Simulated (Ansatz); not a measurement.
SnTe2⁺. Total charge 1; doublet. Geometry PBE-D4/def2-SVP, that of the neutral singlet; atoms count from 1.

```xyz
3

Sn    0.931    1.142   -0.602
Te   -1.597    0.005   -0.353
Te    0.666   -1.148    0.956
```

In the def2 sets Sn, Te take a core potential; there is no spin–orbit coupling. The structure comes from a short search, and lower isomers may exist.

Question: Estimate the Mulliken populations from the PBE0/def2-TZVP orbitals of Ansatz.

Answer: 
```csv
atom,charge (e),spin (α − β)
Sn1,0.65,-0.14
Te2,0.18,0.57
Te3,0.18,0.57
```
Mulliken values depend strongly on the basis.

Question: Where does the spin sit?

Answer: Summed by element: Sn -0.14, Te 1.14, of 1 unpaired in all. Largest on single atoms: Te2 0.57, Te3 0.57, Sn1 -0.14.

Question: And the Mayer bond orders between heavy atoms (over 0.3)?

Answer: Sn1–Te2 1.02 (2.78 Å); Sn1–Te3 1.02 (2.78 Å); Te2–Te3 1.39 (2.86 Å).
